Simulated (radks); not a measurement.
Species: Sn1.5+. Configuration: [Kr] 4d10 5p(up 1, down 1) 5s(up 0.5, down 0) (fractional occupations, a model configuration). All-electron calculation, scalar-relativistic Kohn-Sham, r2SCAN, spin-polarised, spherical densities, finite nucleus; meta-GGA in the generalised Kohn-Sham scheme; Fermi nuclear charge, rms radius 4.6519 fm. Program: a radial shooting solver on a logarithmic mesh with Libxc functionals.

Unscreened Slater integrals over Kohn-Sham orbitals (eV). They are taken over the spin-up orbitals.

integral     value
F0(5p,5p)   9.0559
F2(5p,5p)   4.9074
F0(5p,5s)   9.8057
G1(5p,5s)   6.4618
F0(5p,4d)   11.329
F2(5p,4d)   3.0474
G1(5p,4d)   1.0643
G3(5p,4d)  0.93219
F0(5p,4p)   11.543
F2(5p,4p)   2.4422
G0(5p,4p)  0.45996
G2(5p,4p)  0.58568
F0(5s,5s)   10.858
F0(5s,4d)   13.298
G2(5s,4d)   1.8148
F0(5s,4p)   13.637
G1(5s,4p)  0.87839
F0(4d,4d)   22.658
F2(4d,4d)   11.378
F4(4d,4d)   7.4899
F0(4d,4p)   24.786
F2(4d,4p)   12.447
G1(4d,4p)   15.783
G3(4d,4p)   9.7127
F0(4p,4p)   27.606
F2(4p,4p)   14.510

Derived for the open shells (J is the average intra-shell exchange parameter used in DFT+U). 5p: J = F2/5 = 0.9815 eV.
